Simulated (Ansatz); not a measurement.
Start from `CN(P)C=S` and change one atom or group to get `CN([SiH3])P`.

Ansatz, PBE0-D4/def2-TZVP geometries, multiplicity 1. Each molecule was computed in one conformer, which needn't be the lowest.

```tsv
property	`CN(P)C=S`
HOMO energy (ωB97M-V/def2-TZVPP) / eV	-8.45
HOMO energy (B3LYP/def2-TZVPP) / eV	-6.01
HOMO–LUMO gap (PBE0/def2-TZVPP) / eV	5.19
HOMO–LUMO gap (ωB97M-V/def2-TZVPP) / eV	9.50
size of the dipole moment (B3LYP/def2-TZVPP) / D	3.98
zero-point energy (PBE0-D4/def2-TZVP) / kJ/mol	210.9
```

Task: What does the change do to each property? (An estimate is asked.)

Result: Ansatz gave: 
```csv
property,`CN([SiH3])P`,shift
HOMO energy (ωB97M-V/def2-TZVPP) / eV,-9.19,-0.74
HOMO energy (B3LYP/def2-TZVPP) / eV,-6.74,-0.73
HOMO–LUMO gap (PBE0/def2-TZVPP) / eV,6.84,1.65
HOMO–LUMO gap (ωB97M-V/def2-TZVPP) / eV,10.84,1.34
size of the dipole moment (B3LYP/def2-TZVPP) / D,0.67,-3.31
zero-point energy (PBE0-D4/def2-TZVP) / kJ/mol,229.2,18.3
```

With PBE0 the HOMO falls by 0.68 eV and the LUMO rises by 0.98 eV, so the gap widens by about 1.66 eV. PBE moves the HOMO by -0.61 eV and ωB97M-V by -0.74 eV. The zero-point energy changes by 18.3 kJ/mol with +3 modes. Dipoles are sizes alone; their direction can turn.

Positive LUMOs are unbound, so they and the gaps depend on the basis.

B3LYP here is the variant with VWN-RPA as its local correlation; programs differ in this.
